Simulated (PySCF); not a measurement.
Nonlinear optical response: `C=C(F)/C(F)=C\N(C)C`, C6H9F2N

Molfile (atoms numbered from 1):
```
C6H9F2N
     RDKit          3D

 18 17  0  0  0  0  0  0  0  0999 V2000
    3.3207    0.2382    0.1264 C   0  0  0  0  0  0  0  0  0  0  0  0
    2.0209   -0.0567    0.0164 C   0  0  0  0  0  0  0  0  0  0  0  0
    1.5932   -0.8050   -1.0127 F   0  0  0  0  0  0  0  0  0  0  0  0
    0.9867    0.2925    0.9698 C   0  0  0  0  0  0  0  0  0  0  0  0
    1.5049    0.7310    2.1410 F   0  0  0  0  0  0  0  0  0  0  0  0
   -0.3670    0.1997    0.9357 C   0  0  0  0  0  0  0  0  0  0  0  0
   -1.2524    0.0170   -0.0842 N   0  0  0  0  0  0  0  0  0  0  0  0
   -2.5461   -0.5375    0.2119 C   0  0  0  0  0  0  0  0  0  0  0  0
   -0.9251    0.1916   -1.4728 C   0  0  0  0  0  0  0  0  0  0  0  0
    4.0323   -0.1503   -0.6024 H   0  0  0  0  0  0  0  0  0  0  0  0
    3.6689    0.8490    0.9570 H   0  0  0  0  0  0  0  0  0  0  0  0
   -0.8367    0.3536    1.9147 H   0  0  0  0  0  0  0  0  0  0  0  0
   -2.6081   -1.6191   -0.0161 H   0  0  0  0  0  0  0  0  0  0  0  0
   -2.7733   -0.4096    1.2800 H   0  0  0  0  0  0  0  0  0  0  0  0
   -3.3274   -0.0243   -0.3731 H   0  0  0  0  0  0  0  0  0  0  0  0
   -1.8106    0.5857   -1.9980 H   0  0  0  0  0  0  0  0  0  0  0  0
   -0.6105   -0.7404   -1.9730 H   0  0  0  0  0  0  0  0  0  0  0  0
   -0.1093    0.9201   -1.5736 H   0  0  0  0  0  0  0  0  0  0  0  0
  1  2  2  0
  2  3  1  0
  2  4  1  0
  4  5  1  0
  4  6  2  0
  6  7  1  0
  7  8  1  0
  7  9  1  0
  1 10  1  0
  1 11  1  0
  6 12  1  0
  8 13  1  0
  8 14  1  0
  8 15  1  0
  9 16  1  0
  9 17  1  0
  9 18  1  0
M  END
```

Method used: quadratic response CAM-B3LYP/aug-cc-pVDZ first hyperpolarisability, Taylor convention, gas phase (PySCF 2.14.0). Geometry: PBE0-D3(BJ)/def2-SVP.

Task: What is the first hyperpolarisability, and how does it disperse?

Result: In au, Taylor convention; the vector part is βᵢ = ⅓ Σⱼ (βᵢⱼⱼ + βⱼᵢⱼ + βⱼⱼᵢ); β∥ is 3/5 of the vector part along the dipole, the dipole points from − to +:
| process | λ (nm) | β vector norm | β∥ | β HRS | depolarisation ratio |
| --- | --- | --- | --- | --- | --- |
| static β(0;0,0) | ∞ | 605.3 | 334.4 | 258.8 | 4.52 |
| second harmonic β(−2ω;ω,ω) | 1907 | 696.3 | 386.3 | 298.4 | 4.49 |
| Pockels β(−ω;ω,0) | 1907 | 633.6 | 350.6 | – | – |
| second harmonic β(−2ω;ω,ω) | 1064 | 983.9 | 550.8 | 424.2 | 4.42 |
| Pockels β(−ω;ω,0) | 1064 | 703.5 | 390.4 | – | – |

Task: Which lowest excitations, dipole and polarisabilities go with it?

Result: S1 4.48 eV (f = 0.536); S2 4.62 eV (f = 0.033); S3 5.26 eV (f = 0.023); dipole 2.89 D; isotropic α 99.1 au static, 99.7 au at 1907 nm, 101.3 au at 1064 nm, 101.8 au at 953.5 nm, 109.6 au at 532 nm.
